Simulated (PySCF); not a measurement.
(Z)-1-bromo-2-chloro-1,2-difluoroethene (C2BrClF2), SMILES F/C(Br)=C(\F)Cl.

Coordinates come from a TPSSh-D3(BJ)/def2-SVP optimisation.

Calculation: PBE/def2-TZVP (PySCF).

Symmetry labels are those of the subgroup Cs that the program uses (full group Cs).

List the valence orbital energies around the gap with their symmetry. (The exact figures need the calculation; the answer reports its results.)


```json
[
 {"orbital": "HOMO−7", "symmetry": "A\"", "energy (eV)": "-11.67"},
 {"orbital": "HOMO−6", "symmetry": "A'", "energy (eV)": "-10.56"},
 {"orbital": "HOMO−5", "symmetry": "A'", "energy (eV)": "-9.82"},
 {"orbital": "HOMO−4", "symmetry": "A\"", "energy (eV)": "-9.21"},
 {"orbital": "HOMO−3", "symmetry": "A'", "energy (eV)": "-8.76"},
 {"orbital": "HOMO−2", "symmetry": "A\"", "energy (eV)": "-8.27"},
 {"orbital": "HOMO−1", "symmetry": "A'", "energy (eV)": "-7.69"},
 {"orbital": "HOMO", "symmetry": "A\"", "energy (eV)": "-6.08"},
 {"orbital": "LUMO", "symmetry": "A'", "energy (eV)": "-1.60"},
 {"orbital": "LUMO+1", "symmetry": "A\"", "energy (eV)": "-1.33"},
 {"orbital": "LUMO+2", "symmetry": "A'", "energy (eV)": "-0.75"},
 {"orbital": "LUMO+3", "symmetry": "A'", "energy (eV)": "0.14"}
]
```
